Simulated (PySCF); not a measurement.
CH5FS2Si.

```xyz
10

C      1.7545    -1.1064     0.2215
Si     0.2075    -0.0885     0.2710
F     -0.0807     0.3465     1.8102
S      0.5239     1.6224    -0.9607
S     -1.5812    -1.1316    -0.2650
H      1.6544    -1.9676     0.8991
H      1.9450    -1.4836    -0.7943
H      2.6214    -0.5071     0.5402
H     -0.7569     2.0439    -0.8748
H     -1.2529    -1.1787    -1.5748
```

The structure is a stationary point at PBE0-D3(BJ)/def2-SVP. The structure was generated by enumeration, and PubChem lists no compound with its InChIKey, so it may never have been made. Other conformers were not sampled.

The numbers are results of PBE0/pcSseg-1 in PySCF, not measurements. Non-relativistic, no solvent.

Problem. Give the absolute GIAO shielding of each atom: isotropic value and principal components (ppm). (An estimate is asked for; the answer gives what the named calculation found.)

Solution. 
```
atom  σ(iso)    σ11    σ22    σ33   span
----  ------  -----  -----  -----  -----
C1     178.3  169.4  173.1  192.4   23.0
Si2    304.5  249.6  321.5  342.5   92.8
F3     312.6  276.9  315.5  345.4   68.5
S4     623.8  506.2  596.0  769.2  263.0
S5     652.8  562.5  617.3  778.7  216.2
H6      30.5   26.3   27.9   37.4   11.2
H7      31.0   27.2   28.9   36.7    9.6
H8      30.5   25.8   28.2   37.3   11.5
H9      29.8   22.7   27.1   39.5   16.8
H10     30.6   23.3   28.3   40.3   17.0
```
